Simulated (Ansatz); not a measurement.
`F[SiH2]O[SiH2]Cl` → Cl• + F• + 4 H• + O• + 2 Si•  (atomization)

Calculated with Ansatz (gas phase, PBE0-D4/def2-TZVP geometries, no zero-point term in ΔE). CCSD(T)/CBS adds triple-zeta CCSD(T) − MP2 to the extrapolated MP2 energy (def2 sets, frozen cores). This one scheme is used for every species, atoms too. Functionals use def2-TZVPP. No spin–orbit coupling; open shells (•) take unrestricted orbitals. Spin–orbit coupling would lower the free atoms: a little for Cl, F, O, Si. Each species was taken in one conformer, which may not be the lowest.

`F[SiH2]O[SiH2]Cl`:

Cartesian coordinates in Å:
```
F -0.089 1.410 1.971
Si -0.393 1.467 0.409
O -0.527 -0.048 -0.162
Si 0.177 -1.484 -0.454
Cl 2.182 -1.224 -0.790
H 0.734 2.165 -0.242
H -1.692 2.141 0.222
H 0.028 -2.367 0.720
H -0.421 -2.060 -1.674
```

(1) What is ΔE at CCSD(T)/CBS? (Best estimate.)

(2) What do these levels give: r2SCAN-D4, B97M-V, PBE0-D4, BHLYP-D4, B2PLYP, MP2/def2-TZVPP? (Estimate.)

Largest T1 diagnostic among the species: 0.012.

Answers

(1) The calculation gave: +3279.4 kJ/mol.

(2) Ansatz gave: r2SCAN-D4 3258.3, B97M-V 3267.6, PBE0-D4 3199.5, BHLYP-D4 3169.5, B2PLYP 3215.4, MP2/def2-TZVPP 3254.5 kJ/mol.

In def2-TZVPP, CCSD(T) changes the Hartree–Fock value by +707.5 kJ/mol (the triples alone add +40.0 kJ/mol) and MP2 by +785.2 kJ/mol; breaking electron pairs costs correlation energy, which Hartree–Fock lacks. The D4 term adds +35.7 kJ/mol with B3LYP and +18.8 kJ/mol with PBE0; it sums over pairs of atoms, weighted by their polarisabilities, and B3LYP, whose exchange is more repulsive, gets the larger term. From BLYP to BHLYP (50 % exact exchange), in def2-TZVPP and without D4, ΔE moves by −27.8 kJ/mol: exact exchange takes away binding that semilocal exchange gives to molecules.

B3LYP here is the variant with VWN-RPA as its local correlation; programs differ in this.

For atomizations the MP2-based limit and the directly extrapolated one differ by several kJ/mol either way, and by 10 to 25 for some Ge, Se and Sn compounds, so smaller differences from it don't rank the levels.
